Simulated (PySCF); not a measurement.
Computed IR spectrum (relative IR intensity) of a molecule CH6GeOSi. Geometry: PBE-D3(BJ)/def2-SVP. One conformer was computed; it need not be the lowest. Method: PBE-D3(BJ)/def2-SVP in PySCF. Frequencies are harmonic and unscaled.

ν (cm⁻¹): 305 (w), 365 (vw), 560 (w), 609 (m), 645 (w), 734 (w), 784 (w), 797 (vs), 837 (m), 943 (vs), 1011 (s), 1195 (w), 2054 (s), 2074 (s), 2140 (s), 2148 (vs), 2962 (m), 3022 (w) (against the strongest line: vs over 80 %, s over 45 %, m over 15 %, w over 4 %, vw less)

Which molecule gave these data?
(A) [CH2]1O[SiH2][GeH2]1
(B) O=C[SiH2][GeH3]
(C) [CH2]1[SiH2][O][GeH2]1
(D) O=[CH][GeH2][SiH3]

A, [CH2]1O[SiH2][GeH2]1
